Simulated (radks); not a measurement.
Problem. Radial electron density D(r) = 4 pi r^2 rho(r) of an atom or ion with 50 electrons. Calculated with a radial shooting solver on a logarithmic mesh with Libxc functionals: Dirac Kohn-Sham, PBE, spin-unpolarised, spherical densities, finite nucleus; Fermi nuclear charge, rms radius of each element as measured or else 0.836 A^(1/3) + 0.57 fm.

r (bohr),D(r) (e/bohr)
0.001004,1.588
0.001168,2.073
0.001349,2.662
0.001571,3.456
0.001814,4.410
0.002112,5.681
0.002439,7.189
0.002839,9.167
0.003279,11.47
0.003817,14.42
0.004409,17.78
0.005132,21.95
0.005927,26.51
0.0069,31.93
0.007969,37.54
0.009277,43.75
0.01071,49.64
0.01247,55.44
0.0144,60.08
0.01677,63.58
0.01937,65.18
0.02255,64.91
0.02625,62.88
0.03031,60.04
0.03529,57.31
0.04075,56.34
0.04744,58.25
0.05479,63.16
0.06379,70.65
0.07367,77.72
0.08576,82.10
0.09904,81.16
0.1153,74.67
0.1332,65.93
0.155,58.62
0.179,57.08
0.2084,61.21
0.2407,66.48
0.2802,67.14
0.3236,59.72
0.3767,45.32
0.4351,31.34
0.5065,22.25
0.5897,20.47
0.681,22.39
0.7928,23.53
0.9156,21.49
1.066,16.74
1.231,11.72
1.433,7.492
1.655,4.908
1.927,3.348
2.225,2.483
2.59,1.840
2.992,1.330
3.483,0.8699
4.022,0.5285
4.682,0.2800
5.407,0.1376
6.295,0.05728
7.27,0.02161
8.464,0.006405
9.775,0.001640
11.38,0.0003016

What is the nuclear charge?

Solution. Z = 50. The innermost maximum, from 1s, lies near gamma/Z bohr with gamma = sqrt(1 - (Z/c)^2) = 0.931, here 0.0186 bohr (found: 0.0205), and its height grows with Z. The density is that of neutral tin in [Kr] 4d10 5s2 5p2; the configuration itself is not fixed sharply by these data, and Z only to a few units. D(r) has 4 maxima, at r = 0.0205, 0.0900, 0.263, 0.780 bohr, and minima at 0.0401, 0.173, 0.571 bohr, inside which lie 2.03, 11.22, 29.00 electrons.
